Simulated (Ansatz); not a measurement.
Computed with Ansatz on PBE0-D4/def2-TZVP structures; ΔE is electronic, products minus reactants. CCSD(T)/CBS is the MP2 limit (def2-TZVPP, def2-QZVPP) plus CCSD(T) − MP2 in def2-TZVPP, frozen cores. This one scheme is used for every species, atoms too. Functionals use def2-TZVPP. B3LYP here is the variant with VWN-RPA as its local correlation; programs differ in this. No spin–orbit coupling; open shells (•) take unrestricted orbitals. Spin–orbit coupling would lower the free atoms: a little for C, F, S, Si. One conformer a species, not always the lowest.

`CC(F)S[SiH3]` → 2 C• + F• + 7 H• + S• + Si•  (atomization)

| level | ΔE (kJ/mol) | difference from CCSD(T)/CBS |
| --- | --- | --- |
| PBE-D4 | 4256.9 | 58.7 |
| r2SCAN-D4 | 4208.6 | 10.4 |
| PBE0-D4 | 4197.3 | -0.9 |
| B3LYP-D4 | 4188.1 | -10.1 |
| ωB97X-V | 4219.4 | 21.2 |
| ωB97M-V | 4212.7 | 14.5 |
| B2PLYP | 4138.4 | -59.8 |
| PBE | 4229.8 | 31.6 |
| r2SCAN | 4201.9 | 3.7 |
| PBE0 | 4174.4 | -23.8 |
| B3LYP | 4144.4 | -53.8 |
| HF/def2-TZVPP | 3090.4 | -1107.8 |
| MP2/def2-TZVPP | 4132.8 | -65.4 |
| SCS-MP2/def2-TZVPP | 4123.4 | -74.8 |
| CCSD/def2-TZVPP | 4030.3 | -167.9 |
| CCSD(T)/def2-TZVPP | 4088.4 | -109.8 |
| HF/def2-QZVPP | 3095.2 | -1103.0 |
| MP2/def2-QZVPP | 4197.5 | -0.7 |
| SCS-MP2/def2-QZVPP | 4194.9 | -3.3 |
| HF/CBS(def2) | 3096.0 | -1102.2 |
| MP2/CBS(def2) | 4242.6 | 44.4 |
| CCSD/CBS(def2) | 4140.1 | -58.1 |
| CCSD(T)/CBS | 4198.2 | 0 |

Largest T1 diagnostic among the species: 0.012.

From PBE to PBE0 (25 % exact exchange), in def2-TZVPP and without D4, ΔE moves by −55.4 kJ/mol: exact exchange takes away binding that semilocal exchange gives to molecules. In def2-TZVPP, CCSD(T) changes the Hartree–Fock value by +997.9 kJ/mol (the triples alone add +58.0 kJ/mol) and MP2 by +1042.4 kJ/mol; breaking electron pairs costs correlation energy, which Hartree–Fock lacks.

For atomizations the MP2-based limit and the directly extrapolated one differ by several kJ/mol either way, and by 10 to 25 for some Ge, Se and Sn compounds, so smaller differences from it don't rank the levels.
